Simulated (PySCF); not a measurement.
Molfile (atoms numbered from 1):
```
C4H11NSi
     RDKit          3D

 17 17  0  0  0  0  0  0  0  0999 V2000
    2.8895   -0.3930   -0.7026 Si  0  0  0  0  0  4  0  0  0  0  0  0
    1.4908   -0.5410    0.3015 N   0  0  0  0  0  0  0  0  0  0  0  0
    0.5354    0.5155    0.5525 C   0  0  0  0  0  0  0  0  0  0  0  0
   -0.8785    0.0069    0.6771 C   0  0  0  0  0  0  0  0  0  0  0  0
   -2.0298    0.8759    0.2667 C   0  0  0  0  0  0  0  0  0  0  0  0
   -1.6613   -0.3264   -0.5541 C   0  0  0  0  0  0  0  0  0  0  0  0
    3.9732    0.5142   -0.1883 H   0  0  0  0  0  0  0  0  0  0  0  0
    3.4748   -1.7597   -0.8494 H   0  0  0  0  0  0  0  0  0  0  0  0
    2.4766    0.1520   -2.0339 H   0  0  0  0  0  0  0  0  0  0  0  0
    1.4811   -1.2766    0.9993 H   0  0  0  0  0  0  0  0  0  0  0  0
    0.5773    1.2270   -0.2912 H   0  0  0  0  0  0  0  0  0  0  0  0
    0.7880    1.1072    1.4564 H   0  0  0  0  0  0  0  0  0  0  0  0
   -1.0483   -0.6373    1.5487 H   0  0  0  0  0  0  0  0  0  0  0  0
   -2.9465    0.8421    0.8610 H   0  0  0  0  0  0  0  0  0  0  0  0
   -1.8005    1.8654   -0.1406 H   0  0  0  0  0  0  0  0  0  0  0  0
   -1.1707   -0.1626   -1.5181 H   0  0  0  0  0  0  0  0  0  0  0  0
   -2.3251   -1.1945   -0.5330 H   0  0  0  0  0  0  0  0  0  0  0  0
  1  2  1  0
  2  3  1  0
  3  4  1  0
  4  5  1  0
  5  6  1  0
  6  4  1  0
  1  7  1  0
  1  8  1  0
  1  9  1  0
  2 10  1  0
  3 11  1  0
  3 12  1  0
  4 13  1  0
  5 14  1  0
  5 15  1  0
  6 16  1  0
  6 17  1  0
M  END
```

Geometry: PBE0-D3(BJ)/def2-SVP; GIAO absolute shieldings from PySCF 2.14, gas phase, non-relativistic, averaged over equivalent atoms.

At PBE0/pcSseg-1 (164 basis functions, 19 s wall time on 1 thread of an x86-64 server CPU, shared host):
```json
{"atoms": "Si1", "σ (ppm)": "405.7"}
{"atoms": "N2", "σ (ppm)": "244.4"}
{"atoms": "C3", "σ (ppm)": "131.7"}
{"atoms": "C4", "σ (ppm)": "167.6"}
{"atoms": "C5/C6", "σ (ppm)": "178.6"}
{"atoms": "H7/H8/H9", "σ (ppm)": "26.66"}
{"atoms": "H11/H12", "σ (ppm)": "28.84"}
{"atoms": "H13", "σ (ppm)": "30.68"}
{"atoms": "H14/H17", "σ (ppm)": "30.78"}
{"atoms": "H15/H16", "σ (ppm)": "31.09"}
{"atoms": "H10", "σ (ppm)": "31.74"}
```

**Question.** Predict the values at WP04/pcSseg-1 on the same geometry.

**Answer.** 
| atoms | σ at WP04/pcSseg-1 | change |
| --- | --- | --- |
| Si1 | 395.8 | -9.9 |
| N2 | 228.0 | -16.4 |
| C3 | 119.3 | -12.4 |
| C4 | 154.2 | -13.4 |
| C5/C6 | 164.9 | -13.7 |
| H7/H8/H9 | 27.71 | +1.05 |
| H11/H12 | 29.21 | +0.37 |
| H13 | 31.00 | +0.32 |
| H14/H17 | 31.09 | +0.31 |
| H15/H16 | 31.33 | +0.24 |
| H10 | 31.81 | +0.07 |

The largest change is at N2 (nitrogen bonded to C, Si, H). Cost: 164 basis functions, 18 s wall time on 1 thread of an x86-64 server CPU, shared host. The order of the carbon signals is the same at both levels.
